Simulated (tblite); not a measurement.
C₇H₅O₃P.
SMILES with atom numbers: `[CH:1]#[C:2][c:3]1[cH:4][p:5][c:6]([C:7](=[O:8])[O:9][CH3:10])[o:11]1` (hydrogens: H12 on C1; H13 on C4; H14, H15, H16 on C10)

Cartesian coordinates in Å at the GFN2-xTB level; atoms count from 1:
```xyz
16
C7H5O3P angstrom
C     -3.8713    1.4878    0.7300
C     -3.0039    0.7407    0.3667
C     -1.9987   -0.1448   -0.0688
C     -2.1937   -1.3564   -0.6858
P     -0.6653   -2.1354   -1.0659
C      0.1014   -0.7545   -0.3576
C      1.5465   -0.6037   -0.2673
O      2.3071   -1.4476   -0.6838
O      1.9282    0.5411    0.3124
C      3.3291    0.7343    0.4266
O     -0.7206    0.1966    0.1172
H     -4.6296    2.1397    1.0470
H     -3.1681   -1.7548   -0.8977
H      3.4633    1.6974    0.9117
H      3.7741   -0.0639    1.0243
H      3.7941    0.7323   -0.5614
```

Method: GFN2-xTB as coded in tblite; computed harmonic values from a numerical Hessian at the method's own geometry, unscaled. The method is semi-empirical: single wavenumbers can be off by several per cent or more. One conformer, not necessarily the lowest.

Harmonic wavenumbers (cm⁻¹): 38.4, 60.9, 72.4, 89.6, 141.8, 141.9, 211.6, 265.0, 330.6, 347.7, 410.4, 447.5, 463.0, 511.7, 575.2, 669.7, 672.8, 692.8, 699.1, 789.4, 804.5, 869.5, 952.2, 989.4, 1105.3, 1124.3, 1126.6, 1155.0, 1214.1, 1264.6, 1310.9, 1387.9, 1440.6, 1462.9, 1465.5, 1716.2, 2249.9, 2976.0, 2988.4, 3047.0, 3148.4, 3396.8.

A = 1756, B = 636.5, C = 468.5 MHz; mass 167.998 u (most abundant isotopes); point group Cs, symmetry number 1.

Problem. What is the zero-point energy?

Solution. Half the sum of the wavenumbers: 22414 cm⁻¹ = 64.08 kcal/mol.

Problem. Give the ideal-gas entropy at 400 K and 1 bar in the rigid-rotor, harmonic-oscillator model (classical rotation).

Solution. Translation 42.75, rotation 31.67, vibration 46.18: S = 120.6 cal/(mol K).

Problem. And Cp and H(400 K) − H(0)?

Solution. Cp = 49.40 cal/(mol K), of which vibrations give 41.45 (their classical limit is 42 R = 83.5); H(400 K) − H(0) = 12.27 kcal/mol without the zero-point energy, 9.09 from vibrations.

Problem. Blend soft modes into free rotors: weight 1/[1 + (100 cm⁻¹/ν̃)⁴] for the oscillator and the rest for a rotor with moment μB/(μ + B), μ = h/(8π²ν), B = 10⁻⁴⁴ kg m². What vibrational entropy results?

Solution. 41.43 cal/(mol K) in place of 46.18, which changes −T·S at 400 K by +1.90 kcal/mol.

Problem. What must be added to the electronic energy to get the Gibbs energy at 400 K and 1 bar?

Solution. ZPE + [H(400 K) − H(0)] − T·S = 64.08 + 12.27 − 48.24 = 28.11 kcal/mol.

Hindered rotation and anharmonicity are outside this model. Other conformers, if any are populated, would add a mixing term that is left out.
